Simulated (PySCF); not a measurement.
# Orbital picture of NdBr

BHandHLYP at R = 2.744 Å; Nd x2c-SVPall, Br x2c-SVPall; spin-free X2C with a Gaussian nucleus (PySCF 2.14). State: sextet, about 4.0 electrons in the 4f shell (Mulliken), real f orbitals that mix terms. Only the outer orbitals are listed, counted within each symmetry.

| spin | orbital | occ. | ε (eV) | on Nd (%) | main shells (%) |
| --- | --- | --- | --- | --- | --- |
| α | 19σ | 1 | -8.87 | 18 | 82 Br p |
| α | 10π | 1 | -8.27 | 8 | 92 Br p |
| α | 10π | 1 | -8.27 | 8 | 92 Br p |
| α | 20σ | 1 | -7.24 | 95 | 92 Nd f |
| α | 1φ | 1 | -6.90 | 100 | 100 Nd f |
| α | 4δ | 1 | -6.46 | 100 | 100 Nd f |
| α | 4δ | 1 | -6.46 | 100 | 100 Nd f |
| α | 21σ | 1 | -4.35 | 99 | 82 Nd s, 8 Nd p, 8 Nd d |
| α | 11π | 0 | -0.28 | 99 | 52 Nd p, 47 Nd d |
| α | 11π | 0 | -0.28 | 99 | 52 Nd p, 47 Nd d |
| α | 5δ | 0 | -0.21 | 100 | 100 Nd d |
| β | 19σ | 1 | -8.69 | 12 | 87 Br p |
| β | 10π | 1 | -8.28 | 7 | 93 Br p |
| β | 10π | 1 | -8.28 | 7 | 93 Br p |
| β | 20σ | 0 | -1.62 | 99 | 88 Nd s |
| β | 21σ | 0 | 0.23 | 99 | 58 Nd d, 40 Nd p |
| β | 4δ | 0 | 0.30 | 100 | 100 Nd d |

**Question.** Which are the highest filled and the lowest empty level, where do they sit, and how wide is the gap?

**Answer.** Highest filled α 21σ at -4.35 eV (in %: 82 Nd s, 8 Nd p, 8 Nd d); lowest empty β 20σ at -1.62 eV (in %: 88 Nd s); the gap at BHandHLYP is 2.73 eV.

| Property | Result |
| --- | --- |
| bond order (Mayer) | 1.03 |
| ⟨S²⟩ | 8.752 |
| charge on Nd (Mulliken, basis-dependent) | 0.43 |
| charge on Nd (Löwdin, basis-dependent) | 0.09 |
| dipole moment (positive dipole means Nd(−)Br(+)) | -5.15 D |

Spin–orbit coupling is left out. With d or f electrons several states lie close, and the lowest PBE0 determinant need not be the measured ground state.
